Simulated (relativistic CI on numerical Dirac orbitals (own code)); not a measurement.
## Ligand-field terms of d5

Computed with a parametric ligand-field model of a d^n configuration (Racah B and C, spin-orbit zeta, crystal field), exact diagonalisation.

Field parameters in Wybourne normalisation: D3d B²₀ = −7Dσ, B⁴₀ = −14Dq − 21Dτ, B⁴₃ = −14√(10/7) Dq; D4h B²₀ = −7Ds, B⁴₀ = 21(Dq − Dt), B⁴₄ = 21√(5/14) Dq; Oh B⁴₀ = 21Dq, B⁴₄ = √(5/14) B⁴₀. The field is a parameter set, without covalency.

Task: Ground term and bands for B = 740, C = 3790, ζ = 0 cm⁻¹, Oh, 10Dq = 28200 cm⁻¹?

Result: Ground term 2T2 with 0.05 electrons in the two orbitals of the cubic e set. Spin-allowed: 2A2 23938 cm⁻¹ (418 nm), 2T1 24173 cm⁻¹ (414 nm), 2T2 26116 cm⁻¹ (383 nm), 2E 28031 cm⁻¹ (357 nm). Lowest spin-forbidden: 6A1 9568 cm⁻¹ (1045 nm), 4T1 11035 cm⁻¹ (906 nm), 4T2 16444 cm⁻¹ (608 nm).

Task: Ground term and bands for B = 360, C = 1720, ζ = 0 cm⁻¹, Oh, 10Dq = 3250 cm⁻¹?

Result: Ground term 6A1 with 2.00 electrons in the two orbitals of the cubic e set. Spin-allowed: none. Lowest spin-forbidden: 4T1 10094 cm⁻¹ (991 nm), 4T2 11511 cm⁻¹ (869 nm), 4A1+E 12200 cm⁻¹ (820 nm). A high-spin d5 ion has no spin-allowed d-d band, hence its pale colour.

Task: Ground term and bands for B = 320, C = 1470, ζ = 0 cm⁻¹, D4h, 10Dq = 19350, Ds = -1500, Dt = -490 cm⁻¹?

Result: Ground term 2E with 0.02 electrons in the two orbitals of the cubic e set. Spin-allowed: 2B2 1925 cm⁻¹, 2E 18096 cm⁻¹ (553 nm), 2B1 19172 cm⁻¹ (522 nm), 2A1 19223 cm⁻¹ (520 nm). Lowest spin-forbidden: 4B2 12755 cm⁻¹ (784 nm), 4E 12813 cm⁻¹ (780 nm), 4A2 18680 cm⁻¹ (535 nm).

Task: Ground term and bands for B = 640, C = 2670, ζ = 0 cm⁻¹, D3d, 10Dq = 25250, Dσ = -1200, Dτ = 250 cm⁻¹?

Result: Ground term 2A1 with 0.03 electrons in the two orbitals of the cubic e set. Spin-allowed: 2E 442 cm⁻¹, 2A2 23162 cm⁻¹ (432 nm), 2A2 23377 cm⁻¹ (428 nm), 2E 23701 cm⁻¹ (422 nm). Lowest spin-forbidden: 4A2 13701 cm⁻¹ (730 nm), 4E 14066 cm⁻¹ (711 nm), 4A1 17875 cm⁻¹ (559 nm).

Task: Ground term and bands for B = 570, C = 2780, ζ = 0 cm⁻¹, D4h, 10Dq = 22900, Ds = 3000, Dt = -380 cm⁻¹?

Result: Ground term 2B2 with 0.03 electrons in the two orbitals of the cubic e set. Spin-allowed: 2E 10233 cm⁻¹ (977 nm), 2A1 22228 cm⁻¹ (450 nm), 2B1 22353 cm⁻¹ (447 nm), 2E 23932 cm⁻¹ (418 nm). Lowest spin-forbidden: 4E 13511 cm⁻¹ (740 nm), 4A2 21459 cm⁻¹ (466 nm), 4E 22050 cm⁻¹ (454 nm).
